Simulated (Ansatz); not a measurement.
Geometry optimisation, RHF/def2-SVP (Ansatz).

Input:

```yaml
crystal:
  periodic: [false, false, false]
  atoms:
    - { symbol: Ga, position_ang: [0.027532, 0.417292, -0.066602] }
    - { symbol: Cl, position_ang: [-0.15724, 0.555976, 2.151362] }
    - { symbol: H, position_ang: [1.4773, 0.574206, -0.616991] }
    - { symbol: H, position_ang: [-1.325563, 0.365275, -0.833383] }
    - { symbol: "N", position_ang: [0.106406, -2.519805, 0.962982] }
    - { symbol: H, position_ang: [-0.579703, -3.237771, 0.800138] }
    - { symbol: H, position_ang: [0.99025, -2.970195, 1.133991] }
    - { symbol: H, position_ang: [-0.150181, -2.001278, 1.813102] }
basis:
  gaussian: { orbitals: def2-SVP }
hamiltonian:
  xc: hf
relax:
  f_tol: 0.03
  max_steps: 50
```

Run as:

```bash
$ ansatz run input.yaml --threads 1 --pin off --max-ram 2048MiB --backend cpu --events-out ev --progress --plain --runs-dir out
```

Where does it end, and by what steps?

The run converged. After 8 steps the energy has fallen by 0.713 eV; H6 moved furthest, 0.61 Å. Joined: Ga1–N5 (3.11 → 2.17 Å).

```csv
step,energy less start (eV),largest force component (eV/Å),accepted
0,0.0000,0.881,yes
1,-0.2276,1.031,yes
2,-0.4635,1.732,yes
3,-0.6177,1.732,yes
4,-0.6456,0.537,yes
5,-0.6884,0.342,yes
6,-0.7092,0.150,yes
7,-0.7126,0.036,yes
8,-0.7129,0.009,yes
```

```xyz
8
Properties=species:S:1:pos:R:3
Ga 0.033 -0.091 0.178
Cl -0.204 0.803 2.206
H 1.476 0.076 -0.424
H -1.292 -0.094 -0.671
N 0.090 -2.132 0.903
H -0.592 -2.732 0.466
H 0.996 -2.559 0.797
H -0.118 -2.088 1.890
```

The run took 20 s on 1 thread of Arm Neoverse V1, with other jobs on the host, peak memory 0.17 GiB.
